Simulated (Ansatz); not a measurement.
# An input for doublet SiSe−

SiSe−: 2 atoms, total charge -1, spin state doublet. SMILES of the parent species: `[Si][Se]`. Geometry: relaxed at PBE0-D4/def2-TZVP. That shape belongs to the parent species and isn't relaxed for this state.

```xyz
2

Si    0.0000    0.0000    0.0314
Se    0.0000    0.0000    2.0931
```

Settings wanted:

| Setting | Value |
| --- | --- |
| basis set | aug-cc-pVTZ |
| core potential | none |
| integral approximation | none |
| task | energy |
| method | DFT |
| functional | B2PLYP |
| reference | UKS |
| accuracy | high |
| frozen core orbitals | 14 |

Q: Write the Ansatz 0.2.0 input and the command.

A: This one ran through:

input.yaml:
```yaml
crystal:
  periodic: [false, false, false]
  atoms:
    - {symbol: Si, position_ang: [0.000000, 0.000000, 0.031440]}
    - {symbol: Se, position_ang: [-0.000000, -0.000000, 2.093090]}
basis:
  gaussian:
    orbitals: aug-cc-pVTZ
total_charge: -1
magnetization:
  spin_polarized: true
  initial_magnetization: 1
hamiltonian:
  xc: {name: B2PLYP}
correlation:
  frozen_orbitals: {Se: 9, Si: 5}
accuracy: high
output: {orbitals: {seedname: orbitals}}
```

```bash
$ ansatz run input.yaml --threads 1 --pin off --max-ram 3480MiB --events-out events.jsonl --progress --plain --runs-dir runs
```

Calculated total energy: -2690.62487 Eh. The HOMO lies above zero, from self-interaction, a short basis or an unbound electron.
